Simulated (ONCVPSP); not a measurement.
Reading a pseudo-wave (Yb (Z = 70))

Columns: radius, all-electron u(r) and pseudo u(r) of the 5d shell (level -4.79 eV) of ytterbium in the configuration [Kr] 4d10 4f13 5s2 5p6 5d1 6s1.5; PBEsol, scalar-relativistic, ONCV scheme, ONCVPSP 4.0.1.

```
r (bohr)  all-electron  pseudo
   0.138        0.1595  0.0017
   0.275       -0.1026  0.0132
   0.413       -0.2522  0.0419
   0.550       -0.1790  0.0911
   0.688       -0.0123  0.1606
   0.825        0.1611  0.2445
   0.963        0.3104  0.3360
   1.100        0.4253  0.4245
   1.238        0.5096  0.5031
   1.375        0.5668  0.5649
   1.513        0.6033  0.6083
   1.650        0.6233  0.6329
   1.788        0.6311  0.6416
   1.925        0.6297  0.6380
   2.062        0.6219  0.6267
   2.200        0.6093  0.6113
   2.338        0.5934  0.5939
   2.475        0.5756  0.5756
   2.613        0.5562  0.5562
   2.750        0.5361  0.5361
   2.888        0.5153  0.5153
   3.025        0.4945  0.4945
   3.162        0.4737  0.4737
   3.300        0.4527  0.4527
   3.438        0.4320  0.4320
   3.575        0.4117  0.4117
```

**Question.** How many radial nodes do the two functions have?

**Answer.** The all-electron 5d function has n − l − 1 = 2; the pseudo-wave has 0, since the states of the same l below it are removed with the core.

**Question.** At about which radius was the pseudo-wave matched?

**Answer.** 2.75 bohr. The columns agree to 0.0005 from 2.34 bohr on; several derivatives are matched, so the curves merge somewhat inside the radius.

**Question.** Is the pseudo-wave norm-conserving?

**Answer.** Yes: the ONCV scheme keeps the norm inside the radius equal to the all-electron one, which fixes the energy derivative of the logarithmic derivative at the level.
